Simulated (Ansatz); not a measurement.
Two-coordinate energy map

C2H5Sn (SMILES C=[C+][SnH3]) (charge +1), singlet, PBE0-D4/def2-TZVP minimum:

```csv
atom,x (Å),y (Å),z (Å)
C1,-0.8583,1.0466,-1.2829
C2,-0.2533,0.3300,-0.4312
Sn3,0.7628,-0.9155,1.1030
H4,-1.6689,0.6349,-1.8956
H5,-0.5884,2.0985,-1.4332
H6,1.0788,0.3041,2.2292
H7,2.0623,-1.5613,0.2489
H8,-0.5350,-1.9373,1.4619
```

Rows set the bond length Sn3–H7 (Å; 1.684 at the minimum), columns the bond length C1–H5 (Å; 1.096), set in this order; the parts move rigidly, in a bend the first-named atom's side turns in the plane, and in a torsion the whole end group turns. CCSD(T) energies count from the value at that structure, in kcal/mol. Ansatz 0.2.0; basis: def2-TZVPP; cores frozen in the correlated methods. Filled d shells of the heavier atoms are correlated. Core potentials replace the inner electrons of the atoms past krypton. The def2 sets are not built for correlating such inner shells, so the correlated values are less sure here.

| Sn3–H7 \ C1–H5 | 0.987 | 1.019 | 1.065 | 1.120 | 1.181 | 1.246 | 1.316 |
| --- | --- | --- | --- | --- | --- | --- | --- |
| 1.381 | 29.42 | 26.49 | 24.32 | 24.21 | 26.38 | 30.57 | 36.48 |
| 1.484 | 14.05 | 11.12 | 8.96 | 8.84 | 11.02 | 15.20 | 21.11 |
| 1.635 | 5.73 | 2.80 | 0.63 | ? | 2.69 | ? | 12.77 |
| 1.811 | 8.25 | 5.32 | 3.15 | 3.03 | 5.20 | 9.38 | 15.29 |
| 2.007 | 18.44 | 15.51 | 13.34 | 13.22 | 15.39 | ? | ? |
| 2.218 | 32.35 | 29.42 | 27.24 | 27.12 | 29.29 | – | – |

(1) Fill in the withheld cells. (An estimate is asked for; the value comes from the calculation.)

No T1 diagnostic of these runs exceeds 0.021.

## Answers

(1) By the calculation: (1.635, 1.120): 0.51; (1.635, 1.246): 6.87; (2.007, 1.246): 19.56; (2.007, 1.316): 25.47 kcal/mol. These count from the CCSD(T) energy at the PBE0-D4 minimum.

The same grid for a cheaper method: MP2 − CCSD(T), both counted from the minimum, in kcal/mol:
```json
{"Sn3–H7 \\ C1–H5": "1.381", "0.987": "-1.39", "1.019": "-1.36", "1.065": "-1.32", "1.120": "-1.25", "1.181": "-1.15", "1.246": "-1.03", "1.316": "-0.87"}
{"Sn3–H7 \\ C1–H5": "1.484", "0.987": "-0.97", "1.019": "-0.94", "1.065": "-0.90", "1.120": "-0.83", "1.181": "-0.73", "1.246": "-0.61", "1.316": "-0.45"}
{"Sn3–H7 \\ C1–H5": "1.635", "0.987": "-0.33", "1.019": "-0.30", "1.065": "-0.26", "1.120": "-0.19", "1.181": "-0.09", "1.246": "0.03", "1.316": "0.18"}
{"Sn3–H7 \\ C1–H5": "1.811", "0.987": "0.52", "1.019": "0.55", "1.065": "0.59", "1.120": "0.66", "1.181": "0.75", "1.246": "0.87", "1.316": "1.03"}
{"Sn3–H7 \\ C1–H5": "2.007", "0.987": "1.69", "1.019": "1.71", "1.065": "1.76", "1.120": "1.82", "1.181": "1.91", "1.246": "2.03", "1.316": "2.19"}
{"Sn3–H7 \\ C1–H5": "2.218", "0.987": "3.34", "1.019": "3.36", "1.065": "3.41", "1.120": "3.47", "1.181": "3.56", "1.246": "–", "1.316": "–"}
```

For scale, one of the runs: CCSD(T)/def2-TZVPP, 182 basis functions, launched by `ansatz run in.yaml --threads 2 --pin off --events-out ev --progress --plain --max-ram 4352MiB`. Time: 110 s of wall clock on 2 CPU threads of an Arm Neoverse N1; the host was shared. Peak host memory: 2 GiB.
